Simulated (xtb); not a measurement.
CH₂F₂, charge +1, doublet, at a GFN2-xTB geometry (a state made from the parent by changing its charge; the spin is typed, not shown lowest); GFN0-xTB run with xtb.

xtb was given this input:
```
$ xtb mol.xyz --gfn 0 --chrg 1 --uhf 1 --json

# file mol.xyz
5

F     -1.07551627    -0.28900724    -0.02479725
C     -0.00385664     0.44566374     0.05107919
F      1.08034257    -0.26870898    -0.03912469
H     -0.00338754     1.07247148     1.00968852
H     -0.01690937     1.27299208    -0.74086619
```

What the program printed (banner, timings and long lists left out):

```
   ID    Z sym.   atoms
    1    9 F      1, 3
    2    6 C      2
    3    1 H      4, 5

           -------------------------------------------------
          |                Calculation Setup                |
           -------------------------------------------------

           -------------------------------------------------
          |                 G F N 0 - x T B                 |
           -------------------------------------------------

          ...................................................
          :                      SETUP                      :
          :.................................................:
          :  # basis functions                  16          :
          :  # atomic orbitals                  16          :
          :  # shells                           10          :
          :  # electrons                        19          :
          :  electronic temp.          300.0000000     K    :
          :  accuracy                    1.0000000          :
          :  -> integral cutoff          0.2500000E+02      :
          :  -> integral neglect         0.1000000E-07      :
          ...................................................

         :::::::::::::::::::::::::::::::::::::::::::::::::::::
         ::                     SUMMARY                     ::
         :::::::::::::::::::::::::::::::::::::::::::::::::::::
         :: total energy              -9.082008376393 Eh    ::
         :: gradient norm              0.056020079158 Eh/a0 ::
         :: HOMO-LUMO gap              8.016779305104 eV    ::
         ::.................................................::
         :: H0 energy                -10.585295560756 Eh    ::
         :: repulsion energy           0.065787578087 Eh    ::
         :: electrostat energy         1.459160895318 Eh    ::
         :: -> Gsolv                   0.000000000000 Eh    ::
         ::    -> Gsasa                0.000000000000 Eh    ::
         ::    -> Gshift               0.000000000000 Eh    ::
         :: dispersion energy         -0.000352097982 Eh    ::
         :: short-range corr.         -0.021309191059 Eh    ::
         :: add. restraining           0.000000000000 Eh    ::
         :: total charge               1.000000000000 e     ::
         :::::::::::::::::::::::::::::::::::::::::::::::::::::

           -------------------------------------------------
          |                Property Printout                |
           -------------------------------------------------

    * Orbital Energies and Occupations

         #    Occupation            Energy/Eh            Energy/eV
      -------------------------------------------------------------
         1        2.0000           -0.8351930             -22.7268
         2        2.0000           -0.8201864             -22.3184
         3        2.0000           -0.5905607             -16.0700
         4        2.0000           -0.5412480             -14.7281
         5        2.0000           -0.4985786             -13.5670
         6        2.0000           -0.4795703             -13.0498
         7        2.0000           -0.4416598             -12.0182
         8        1.9999           -0.4382221             -11.9246
         9        1.9997           -0.4366989             -11.8832
        10        1.0004           -0.4214593             -11.4685 (HOMO)
        11                         -0.1268481              -3.4517 (LUMO)
        12                         -0.0926308              -2.5206
        13                          0.1226634               3.3378
        14                          0.1293327               3.5193
        15                          0.1512486               4.1157
        16                          0.2512303               6.8363
      -------------------------------------------------------------
                  HL-Gap            0.2946112 Eh            8.0168 eV
             Fermi-level            0.0000000 Eh            0.0000 eV

     #   Z          covCN         q      C6AA      α(0)
     1   9 F        0.787    -0.106    10.357     3.707
     2   6 C        3.396     0.765    14.437     5.891
     3   9 F        0.787    -0.106    10.357     3.707
     4   1 H        0.913     0.223     0.989     1.555
     5   1 H        0.913     0.223     0.989     1.555

 Mol. C6AA /au·bohr⁶  :        146.509192
 Mol. C8AA /au·bohr⁸  :       2857.837344
 Mol. α(0) /au        :         16.416430

Wiberg/Mayer (AO) data.
largest (>0.10) Wiberg bond orders for each atom

 ---------------------------------------------------------------------------
     #   Z sym  total        # sym  WBO       # sym  WBO       # sym  WBO
 ---------------------------------------------------------------------------
     1   9 F    1.517 --     2 C    1.016     3 F    0.381
     2   6 C    3.796 --     1 F    1.016     3 F    1.016     4 H    0.882
                             5 H    0.882
     3   9 F    1.517 --     2 C    1.016     1 F    0.381
     4   1 H    1.021 --     2 C    0.882
     5   1 H    1.021 --     2 C    0.882
 ---------------------------------------------------------------------------

Topologies differ in total number of bonds
Writing topology from bond orders to xtbtopo.mol

 dipole moment from electron density (au)
     X       Y       Z
  -0.0059   0.6788   0.0778  total (Debye):    1.737

           -------------------------------------------------
          | TOTAL ENERGY               -9.082008376393 Eh   |
          | GRADIENT NORM               0.056020079158 Eh/α |
          | HOMO-LUMO GAP               8.016779305104 eV   |
           -------------------------------------------------

normal termination of xtb
```
